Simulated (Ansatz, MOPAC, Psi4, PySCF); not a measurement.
Molecule: C3H6Cl2Si, net charge 0, singlet state. SMILES: [SiH2]1CC(Cl)(C1)Cl
Geometry from a B3LYP-D3(BJ)/def2-TZVP (Ansatz, a program for electronic structure) optimisation:
```xyz
12

Cl    -0.1948     0.8677    -1.5574
C     -0.3034     0.0455     0.0547
Cl    -2.0123     0.1581     0.6352
C      0.7338     0.6708     1.0076
Si     1.9209    -0.7079     0.4516
C      0.2282    -1.3947    -0.0800
H      0.4251     0.4996     2.0400
H      0.9158     1.7295     0.8566
H      2.6324    -1.4447     1.5202
H      2.8572    -0.3641    -0.6368
H     -0.1892    -2.0098     0.7187
H      0.0354    -1.8672    -1.0371
```

Quantity: size of the dipole moment, in D. Conventions: no dispersion term unless named; non-relativistic; six Cartesian d functions in 6-31G* and its kin unless marked 5d; spin-orbit terms left out; 6-311+G** with 5d, 6d on Na to Ar in Ansatz. Ab initio and DFT rows: single points at B3LYP-D3(BJ) geometries (Ansatz). Semi-empirical rows: dipoles at the shared geometry.

| level | program | size of the dipole moment (D) |
|---|---|---|
| MNDO | MOPAC | 3.73 |
| PBE/def2-SVP | Ansatz | 1.97 |
| BLYP/6-31G* | Ansatz | 2.33 |
| B3LYP/6-31G* | Ansatz | 2.49 |
| B3LYP/cc-pVDZ | Ansatz | 2.31 |
| M06-2X/6-311+G** | PySCF | 2.81 |
| wB97X-D/6-31G* | Psi4 | 2.62 |

No value to compare with is used here. The 7 habitual levels span 1.97 (PBE/def2-SVP) to 3.73 D (MNDO).

The levels are drawn from those run, B3LYP/6-31G* more often than the rest, none by its result; left out are runs that failed, that the program found above a lower state of the same kind, or whose <S^2> lies over 0.5 above the pure value.
